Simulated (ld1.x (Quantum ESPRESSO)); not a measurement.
## Si, TM: configuration errors across variants

```json
{
  "Element": "Si",
  "Generator": "ld1.x (Quantum ESPRESSO) 7.5",
  "Type": "norm-conserving Troullier–Martins (Kleinman–Bylander form)",
  "Functional": "LDA (PZ)",
  "Relativity": "non-relativistic",
  "Frozen core": "[Ne]",
  "Valence charge": "4",
  "Reference configuration": "3s2 3p2",
  "Partial waves": "3s (bound): rc 1.35 bohr; 3p (bound): rc 1.50 bohr; 3d channel at 0.25 Ry: rc 1.65 bohr",
  "Local potential": "the d channel",
  "Core correction": "a·sin(br)/r model core, default radius (core density twice the valence density)"
}
```

All-electron excitation energies from the reference (eV): (1) 3s2 3p1 7.840; (2) 3s2 3p0 23.966; (3) 3s1 3p0 58.040; (4) 3s2 3p1.5 2.970; (5) 3s0 3p4 13.662; (6) 3s1 3p2 15.189; (7) 3s2 3p2.3 -0.959; (8) 3s2 3p2 spin -0.612; (9) 3s2 3p1 spin 7.635.

Spin tests fill each open shell by Hund’s rule, majority spin first.

Tests that are not counted but printed errors over 1 eV. “all radii but the core radius scaled by about 0.79 (s 1.06, p 1.18, d 1.30 bohr)”: 3s2 3p1 (solver errors, printed error -41.9 eV); 3s2 3p0 (solver errors, printed error -22.0 eV); 4 more.

A true bound ghost makes a file unfit for plane-wave use even where its test errors are small: the radial tests pick states by their node count and pass the ghost by. Where a test does run into it, the solver fails or the error is huge.

Errors AE − PS in meV (a dash: test not solved or not reliable):

```csv
change,(1),(2),(3),(4),(5),(6),(7),(8),(9),bound ghosts
base,+5.4,+37,+113,+1.0,+1.9,+11,+0.1,+4.1,+6.7,none
"all radii but the core radius scaled by about 0.79 (s 1.06, p 1.18, d 1.30 bohr)",–,–,–,+5.3,+21,–,+0.7,–,–,s
"all radii but the core radius scaled by about 0.88 (s 1.20, p 1.32, d 1.46 bohr)",+9.3,+72,+265,+1.6,+5.2,+20,+0.2,+3.4,+10,none
"all radii but the core radius scaled by about 1.03 (s 1.40, p 1.54, d 1.70 bohr)",+5.0,+34,+104,+0.9,+1.5,+10,+0.1,+4.4,+6.4,none
"all radii but the core radius scaled by about 1.15 (s 1.56, p 1.72, d 1.90 bohr)",+4.1,+28,+87,+0.7,-0.2,+7.7,+0.1,+5.8,+6.1,none
"all radii but the core radius scaled by about 1.33 (s 1.80, p 2.00, d 2.20 bohr)",+3.5,+27,+85,+0.6,-4.7,+5.1,+0.1,+6.9,+6.1,none
```

Give the same row for: all radii but the core radius scaled by about 1.21 (s 1.64, p 1.82, d 2.00 bohr).

+3.8, +27, +86, +0.7, -1.9, +6.7, +0.1, +6.5, +6.2; bound ghosts: none.
